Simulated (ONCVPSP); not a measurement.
## What the settings do to the ONCV potential of tantalum (Ta)

Base potential:

* Element: tantalum (Ta)
* Generator: ONCVPSP 4.0.1
* Type: optimised norm-conserving Vanderbilt (ONCV)
* Functional: LDA (Perdew-Wang 92)
* Relativity: scalar-relativistic
* Frozen core: [Kr] 4d10
* Valence charge: 27
* Reference configuration: 4f13 5s2 5p6 5d4 6s2
* Partial waves: 5s+6s: rc 1.75 bohr, ncon 4, nbas 7, qcut 7.5 1/bohr, 3 projectors, debl 2 Ha; 5p: rc 2.10 bohr, ncon 5, nbas 8, qcut 6.1 1/bohr, 1 projector; 5d: rc 2.20 bohr, ncon 5, nbas 9, qcut 6.6 1/bohr, 1 projector; 4f: rc 1.10 bohr, ncon 4, nbas 9, qcut 17.3 1/bohr, 3 projectors, debl 0.5 Ha
* Local potential: polynomial inside 0.95 bohr (lpopt 5, dvloc0 0 Ha)
* Core correction: none

In the f channel the program set the typed energies aside and used -1.226, 0.250, 0.750 Ha.

All-electron outer shells of the reference configuration (LDA (PZ), scalar-relativistic, ld1.x):

```csv
shell,level (eV),outermost node (bohr),outermost maximum (bohr)
4d,-231.36,0.22,0.46
5s,-77.22,0.54,0.97
5p,-42.56,0.58,1.10
4f,-33.36,–,0.44
6s,-5.80,1.30,2.68
5d,-4.80,0.64,1.51
```

Cutoffs, loose and tight: the cutoffs (Ha) at which the residual kinetic energy of the hardest occupied pseudo-wave falls to 1 and 0.1 mHa per electron. They do not see the model core or the augmentation charge, which bear on the density cutoff. Test errors are all-electron minus pseudo excitation energies from the reference, over the configurations 4f14 5s2 5p6 5d3 6s2; 4f14 5s2 5p6 5d3 6s1; 4f14 5s2 5p6 5d3 6s0; 4f14 5s2 5p6 5d2 6s0. A dash means not determined; rows that change the core or the reference have their own tests.

```tsv
change	outcome	cutoff, loose	cutoff, tight	bound ghosts	GHOST(+) flags above zero	largest test error (meV)
base	generated, projector energies reset by the program	122 Ha	132 Ha	none	s	+435
core correction Teter function, parameters optimised by the program	generated, projector energies reset by the program	122 Ha	132 Ha	none	s	+403
p: rc 2.92	generated, projector energies reset by the program	122 Ha	132 Ha	none	s	+419
d: ncon 4, nbas 8	generated, projector energies reset by the program	122 Ha	132 Ha	none	s	+433
```

Question: What comes out with this change to the base: f: rc 1.38?

Answer: outcome: generated, projector energies reset by the program; cutoff, loose: 99 Ha; cutoff, tight: 109 Ha; bound ghosts: none; GHOST(+) flags above zero: s; largest test error (meV): +721.

Question: What comes out with this change to the base: s: qcut 4.8?

Answer: outcome: generated, projector energies reset by the program; cutoff, loose: 122 Ha; cutoff, tight: 132 Ha; bound ghosts: none; GHOST(+) flags above zero: s; largest test error (meV): +509.

Question: What comes out with this change to the base: reference 4f14 5s2 5p6 5d3 6s1 6p1; wave 5p: rc 2.10 bohr, ncon 5, nbas 8, qcut 6.1 1/bohr, 1 projector becomes 5p+6p: rc 2.10 bohr, ncon 5, nbas 8, qcut 6.1 1/bohr, 2 projectors?

Answer: outcome: generated, projector energies reset by the program; cutoff, loose: 121 Ha; cutoff, tight: 132 Ha; bound ghosts: none; GHOST(+) flags above zero: s, p; largest test error (meV): -9.4.
